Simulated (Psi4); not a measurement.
C3H7 (SMILES C[CH]C), doublet, geometry from GFN2-xTB. Base run: HF/def2-SV(P) run with Psi4.

Here is a job for Psi4.
```
memory 2 GB

molecule {
0 2
C    -0.08073437    0.51425383    0.00202403
C     0.04477701   -0.19753283    1.29093157
C     0.04445320   -0.18802225   -1.29225504
H    -0.46360008    1.52072873    0.00525132
H     0.40419944    0.47041680    2.07407067
H     0.43018374    0.47888266   -2.06403124
H    -0.92265236   -0.59238384    1.63168364
H     0.72527311   -1.04407116    1.20462375
H     0.70335913   -1.05117986   -1.20587517
H    -0.92773804   -0.55458579   -1.64992641
}

set {
  basis def2-sv(p)
  reference uhf
  stability_analysis check
  scf_type pk
}

energy('scf')
print_variables()
```

The bond that is stretched is that between atoms 5 and 2. A test that says stable can miss a lower solution.

The base run was repeated with changes; each row names its change, and settings that it needs were set with it.

```json
[
 {"change": "base", "ΔE vs base (kcal/mol)": "0.000", "<S^2>": "0.764"},
 {"change": "stability_analysis = follow; reference = uhf", "ΔE vs base (kcal/mol)": "0.000", "<S^2>": "0.764"},
 {"change": "bond × 1.25", "ΔE vs base (kcal/mol)": "18.40", "<S^2>": "0.765"},
 {"change": "stability_analysis = follow; reference = uhf; bond × 1.25", "ΔE vs base (kcal/mol)": "18.40", "<S^2>": "0.765"},
 {"change": "bond × 1.5", "ΔE vs base (kcal/mol)": "48.65", "<S^2>": "0.871"},
 {"change": "stability_analysis = follow; reference = uhf; bond × 1.5", "ΔE vs base (kcal/mol)": "48.65", "<S^2>": "0.871"},
 {"change": "bond × 1.8", "ΔE vs base (kcal/mol)": "86.0", "<S^2>": "0.780"},
 {"change": "stability_analysis = follow; reference = uhf; bond × 1.8", "ΔE vs base (kcal/mol)": "69.1", "<S^2>": "1.309"},
 {"change": "bond × 2.2", "ΔE vs base (kcal/mol)": "76.9", "<S^2>": "1.529"},
 {"change": "stability_analysis = follow; reference = uhf; bond × 2.2", "ΔE vs base (kcal/mol)": "76.9", "<S^2>": "1.529"},
 {"change": "bond × 3.0", "ΔE vs base (kcal/mol)": "105.6", "<S^2>": "0.750"},
 {"change": "stability_analysis = follow; reference = uhf; bond × 3.0", "ΔE vs base (kcal/mol)": "79.9", "<S^2>": "1.615"}
]
```

Psi4 reported an instability in these rows: bond × 1.8; stability_analysis = follow; reference = uhf; bond × 1.8; bond × 3.0; stability_analysis = follow; reference = uhf; bond × 3.0 (restricted rows aren't judged here).

On stretching, the SCF can end on different states; <S^2> shows the spin contamination of each.
